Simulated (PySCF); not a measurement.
Ga(OH)(SiH3)2 (GaH₇OSi₂), SMILES [OH][Ga]([SiH3])[SiH3].

Geometry optimised at TPSSh-D3(BJ)/def2-SVP. Other conformers were not sampled.

Computed with PySCF 2.14.0 with TDDFT-PBE0/def2-SVPD.

Vertical excitations.  State labels are in the subgroup Cs.

### Question
Give excitation energies, oscillator strengths and character. (Estimate from the structure and the level; the computed values follow.)

### Answer

```json
[
 {"state": "S1", "symmetry": "A\"", "energy (eV)": "4.16", "λ (nm)": "298", "f": "0.000", "main pairs": "HOMO→LUMO 99 %"},
 {"state": "S2", "symmetry": "A'", "energy (eV)": "5.54", "λ (nm)": "224", "f": "0.002", "main pairs": "HOMO→LUMO+1 97 %"},
 {"state": "S3", "symmetry": "A\"", "energy (eV)": "5.69", "λ (nm)": "218", "f": "0.017", "main pairs": "HOMO−1→LUMO 97 %"},
 {"state": "S4", "symmetry": "A'", "energy (eV)": "6.10", "λ (nm)": "203", "f": "0.025", "main pairs": "HOMO−2→LUMO 89 %"},
 {"state": "S5", "symmetry": "A'", "energy (eV)": "6.25", "λ (nm)": "198", "f": "0.455", "main pairs": "HOMO→LUMO+2 88 %"},
 {"state": "S6", "symmetry": "A'", "energy (eV)": "6.68", "λ (nm)": "186", "f": "0.283", "main pairs": "HOMO→LUMO+3 73 %, HOMO−4→LUMO 16 %"},
 {"state": "S7", "symmetry": "A\"", "energy (eV)": "6.79", "λ (nm)": "182", "f": "0.000", "main pairs": "HOMO−3→LUMO 68 %, HOMO→LUMO+4 29 %"},
 {"state": "S8", "symmetry": "A\"", "energy (eV)": "6.86", "λ (nm)": "181", "f": "0.007", "main pairs": "HOMO→LUMO+4 58 %, HOMO−3→LUMO 30 %"},
 {"state": "S9", "symmetry": "A\"", "energy (eV)": "6.99", "λ (nm)": "177", "f": "0.029", "main pairs": "HOMO−2→LUMO+1 87 %"},
 {"state": "S10", "symmetry": "A\"", "energy (eV)": "7.04", "λ (nm)": "176", "f": "0.002", "main pairs": "HOMO−6→LUMO 95 %"},
 {"state": "T1", "symmetry": "A\"", "energy (eV)": "3.57", "λ (nm)": "347", "f": "0", "main pairs": "HOMO→LUMO 99 %"},
 {"state": "T2", "symmetry": "A'", "energy (eV)": "4.99", "λ (nm)": "248", "f": "0", "main pairs": "HOMO→LUMO+1 78 %, HOMO→LUMO+2 18 %"},
 {"state": "T3", "symmetry": "A\"", "energy (eV)": "5.06", "λ (nm)": "245", "f": "0", "main pairs": "HOMO−1→LUMO 91 %"},
 {"state": "T4", "symmetry": "A'", "energy (eV)": "5.21", "λ (nm)": "238", "f": "0", "main pairs": "HOMO−2→LUMO 97 %"}
]
```
Triplets are in the Tamm–Dancoff approximation, which puts them higher than full response would, so one can lie above its singlet here.
